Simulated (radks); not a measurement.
Valence configurations of neutral ruthenium (all share [Kr]). Method: Dirac Kohn-Sham, LDA (Slater exchange, Perdew-Wang correlation), spin-unpolarised, spherical densities, point nucleus; open shells are shared between the two j in proportion to 2j + 1; computed with a radial shooting solver on a logarithmic mesh with Libxc functionals. Energies are relative to 4d7 5s1; eigenvalues in eV.

valence	E (eV)	e(4d3/2)	e(4d5/2)	e(5p1/2)	e(5p3/2)	e(5s1/2)
4d7.5 5s0.5	-0.284	-4.527	-4.217	-	-	-4.081
4d8	-0.274	-3.570	-3.274	-	-	-
4d7 5s1	0.000	-5.598	-5.274	-	-	-4.511
4d6 5s2	1.621	-8.036	-7.682	-	-	-5.422
4d6.5 5s1 5p0.5	2.494	-7.555	-7.213	-1.804	-1.659	-5.510
4d7 5p1	3.578	-7.128	-6.798	-1.978	-1.840	-
4d6 5s1 5p1	5.659	-9.502	-9.143	-2.376	-2.198	-6.415
4d6 5p2	9.934	-10.775	-10.411	-2.981	-2.779	-
4d5 5s1 5p2	14.140	-13.437	-13.043	-3.401	-3.155	-8.073
4d4 5p4	31.189	-18.506	-18.073	-4.815	-4.481	-

NIST lists [Kr] 4d7 5s1 as the ground configuration; this level of theory puts 4d7.5 5s0.5 lower, by 0.284 eV. The energies are those of spherical spin-averaged densities, not of single terms.
